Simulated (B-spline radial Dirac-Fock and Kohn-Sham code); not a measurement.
# Photoionisation of vanadium ions at Cr Kα (5414.7 eV)

These are calculated numbers from an atomic code on a B-spline grid; the model is independent-particle photoionisation in a Dirac-Hartree-Slater potential with a Latter tail, all multipoles, thresholds from Dirac-Fock ΔSCF. Cross sections in kb; a dash marks an empty subshell or a threshold above the photon energy.

| ion | configuration | total | 2s | 2p1/2 | 3s | 3p1/2 | 3d5/2 |
| --- | --- | --- | --- | --- | --- | --- | --- |
| V | [Ar] 3d3 4s2 | 6.210 | 3.11 | 0.813 | 0.430 | 0.0984 | 0.00130 |
| V⁺ | [Ar] 3d4 | 6.161 | 3.11 | 0.813 | 0.421 | 0.0956 | 0.00157 |
| V⁴⁺ | [Ar] 3d1 | 6.238 | 3.11 | 0.813 | 0.460 | 0.109 | 0.000650 |
| V⁹⁺ | [Ne] 3s2 3p2 | 6.263 | 3.16 | 0.827 | 0.573 | 0.0482 | – |
| V¹¹⁺ | [Ne] 3s2 | 6.239 | 3.19 | 0.839 | 0.621 | – | – |
| V¹⁴⁺ | [He] 2s2 2p5 | 5.480 | 3.32 | 0.745 | – | – | – |
| V¹⁹⁺ | [He] 2s2 | 4.006 | 4.01 | – | – | – | – |
